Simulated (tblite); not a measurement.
Species: C7H15P.
Numbering: `[CH3:1][CH:2]([CH3:3])[CH2:4][P:5]1[CH2:6][C@H:7]1[CH3:8]` (hydrogens: H9, H10, H11 on C1; H12 on C2; H13, H14, H15 on C3; H16, H17 on C4; H18, H19 on C6; H20 on C7; H21, H22, H23 on C8)

Computed with GFN2-xTB (tblite), gas phase: L-BFGS steps from a force-field or distance-geometry start until the largest atomic force falls under 0.01 eV/Å.

Step 5: E = -683.8726 eV
```
atom  x, y, z in Å  |  force x, y, z in eV/Å
C1     -1.9193    1.4435   -0.7427    0.000   0.006   0.035
C2     -1.8516   -0.0639   -0.5177    0.060  -0.018  -0.040
C3     -3.0846   -0.5432    0.2427    0.002   0.024  -0.018
C4     -0.5897   -0.4733    0.2447    0.082   0.010  -0.006
P5      0.9550   -0.3456   -0.8203    0.014   0.002   0.129
C6      2.0760   -1.4488    0.1585    0.011  -0.020  -0.027
C7      2.2194    0.0071    0.4989   -0.078   0.042   0.001
C8      3.4738    0.7570    0.1265   -0.053  -0.023  -0.011
H9     -2.8440    1.7031   -1.2549    0.035   0.005  -0.021
H10    -1.9002    1.9691    0.2088    0.004   0.021   0.052
H11    -1.0823    1.7946   -1.3439    0.038  -0.093   0.018
H12    -1.8332   -0.5530   -1.4969   -0.011  -0.055  -0.059
H13    -3.9894   -0.2712   -0.2945   -0.040  -0.005   0.016
H14    -3.1149   -0.0864    1.2292   -0.035  -0.001   0.032
H15    -3.0646   -1.6240    0.3603   -0.029  -0.012   0.014
H16    -0.4778    0.1450    1.1391   -0.018   0.006   0.006
H17    -0.6782   -1.5180    0.5594   -0.052   0.028  -0.012
H18     2.8850   -1.9129   -0.3923    0.022   0.057   0.004
H19     1.6367   -2.1108    0.8972   -0.004   0.073  -0.047
H20     1.8267    0.3108    1.4674   -0.050  -0.040  -0.048
H21     4.2422    0.6044    0.8855    0.011   0.010  -0.051
H22     3.8538    0.4211   -0.8360    0.010  -0.014   0.017
H23     3.2564    1.8222    0.0571    0.081  -0.004   0.015
```

Step 6: E = -683.8747 eV
```
atom  x, y, z in Å  |  force x, y, z in eV/Å
C1     -1.9192    1.4424   -0.7419    0.009   0.026   0.034
C2     -1.8518   -0.0642   -0.5177    0.052  -0.020  -0.013
C3     -3.0853   -0.5431    0.2430   -0.005   0.018  -0.015
C4     -0.5891   -0.4731    0.2438    0.023   0.001   0.051
P5      0.9536   -0.3446   -0.8180    0.017   0.014   0.025
C6      2.0745   -1.4475    0.1565    0.034  -0.007  -0.006
C7      2.2170    0.0088    0.4978   -0.025   0.022   0.011
C8      3.4736    0.7564    0.1275   -0.021   0.007  -0.027
H9     -2.8432    1.7028   -1.2556    0.052   0.008  -0.013
H10    -1.8992    1.9686    0.2100   -0.002   0.010   0.031
H11    -1.0793    1.7894   -1.3417    0.027  -0.074   0.014
H12    -1.8309   -0.5533   -1.4959   -0.028  -0.064  -0.084
H13    -3.9908   -0.2705   -0.2950   -0.008  -0.016   0.037
H14    -3.1151   -0.0859    1.2304   -0.036  -0.014  -0.001
H15    -3.0647   -1.6245    0.3607   -0.037   0.010   0.013
H16    -0.4792    0.1469    1.1380   -0.016  -0.016   0.004
H17    -0.6821   -1.5183    0.5580   -0.029   0.046  -0.006
H18     2.8866   -1.9093   -0.3897    0.034   0.039  -0.028
H19     1.6373   -2.1084    0.8957   -0.024   0.045  -0.021
H20     1.8227    0.3062    1.4658   -0.052  -0.001   0.002
H21     4.2462    0.6048    0.8841   -0.035  -0.001  -0.058
H22     3.8535    0.4208   -0.8356    0.000  -0.020   0.024
H23     3.2602    1.8227    0.0562    0.071  -0.015   0.025
```

Step 7: E = -683.8762 eV
```
atom  x, y, z in Å  |  force x, y, z in eV/Å
C1     -1.9188    1.4420   -0.7407    0.021   0.016   0.022
C2     -1.8510   -0.0649   -0.5182    0.017  -0.018   0.000
C3     -3.0857   -0.5428    0.2429   -0.004   0.005  -0.009
C4     -0.5881   -0.4730    0.2439   -0.028  -0.001   0.057
P5      0.9530   -0.3437   -0.8159    0.010   0.021  -0.057
C6      2.0743   -1.4466    0.1550    0.043   0.015   0.008
C7      2.2150    0.0103    0.4972    0.016   0.005   0.019
C8      3.4729    0.7559    0.1277    0.004   0.022  -0.027
H9     -2.8418    1.7027   -1.2564    0.058   0.011  -0.006
H10    -1.8986    1.9686    0.2116   -0.005  -0.001   0.012
H11    -1.0769    1.7845   -1.3400    0.025  -0.049   0.012
H12    -1.8299   -0.5547   -1.4968   -0.031  -0.048  -0.063
H13    -3.9920   -0.2703   -0.2947    0.012  -0.017   0.041
H14    -3.1161   -0.0858    1.2312   -0.029  -0.019  -0.023
H15    -3.0656   -1.6246    0.3611   -0.038   0.022   0.011
H16    -0.4804    0.1479    1.1375   -0.013  -0.019   0.014
H17    -0.6852   -1.5177    0.5571   -0.011   0.036   0.007
H18     2.8884   -1.9062   -0.3887    0.040   0.025  -0.045
H19     1.6372   -2.1060    0.8943   -0.032   0.018   0.000
H20     1.8191    0.3033    1.4647   -0.048   0.024   0.034
H21     4.2480    0.6050    0.8820   -0.051  -0.015  -0.045
H22     3.8533    0.4202   -0.8350   -0.010  -0.025   0.015
H23     3.2641    1.8229    0.0561    0.053  -0.006   0.023
```

Q: Estimate the geometry and energy of step 8. (The exact step hangs on the optimiser's Hessian estimate; all steps are aligned on step 7, rigid shifts and turns removed.)

A: E = -683.8775 eV, largest force 0.096 eV/Å
```
atom  x, y, z in Å  |  force x, y, z in eV/Å
C1     -1.9179    1.4417   -0.7393    0.031  -0.008   0.005
C2     -1.8501   -0.0658   -0.5189   -0.024  -0.014   0.005
C3     -3.0858   -0.5424    0.2427   -0.002  -0.009  -0.001
C4     -0.5876   -0.4727    0.2447   -0.054   0.000   0.030
P5      0.9527   -0.3426   -0.8148    0.001   0.021  -0.094
C6      2.0749   -1.4456    0.1539    0.039   0.033   0.013
C7      2.2135    0.0118    0.4972    0.036  -0.005   0.023
C8      3.4721    0.7558    0.1275    0.016   0.024  -0.019
H9     -2.8394    1.7030   -1.2573    0.055   0.015  -0.003
H10    -1.8981    1.9686    0.2133   -0.003  -0.014  -0.005
H11    -1.0742    1.7794   -1.3383    0.029  -0.022   0.013
H12    -1.8298   -0.5568   -1.4986   -0.027  -0.020  -0.018
H13    -3.9930   -0.2705   -0.2937    0.017  -0.012   0.031
H14    -3.1175   -0.0861    1.2315   -0.017  -0.016  -0.032
H15    -3.0672   -1.6243    0.3618   -0.034   0.020   0.008
H16    -0.4816    0.1485    1.1377   -0.010  -0.015   0.025
H17    -0.6881   -1.5167    0.5565    0.006   0.010   0.021
H18     2.8907   -1.9031   -0.3887    0.036   0.016  -0.046
H19     1.6365   -2.1035    0.8930   -0.029  -0.001   0.006
H20     1.8151    0.3012    1.4644   -0.034   0.041   0.044
H21     4.2486    0.6048    0.8794   -0.044  -0.030  -0.016
H22     3.8530    0.4191   -0.8343   -0.018  -0.029  -0.005
H23     3.2684    1.8230    0.0565    0.031   0.014   0.015
```

The energy changes by -0.0013 eV. The first-order estimate −F·Δx gives -0.0018 eV and the mean of the old and new forces, exact on a quadratic surface, -0.0013 eV. The step makes an angle of 54° with the force vector and moves no atom by more than 0.006 Å.
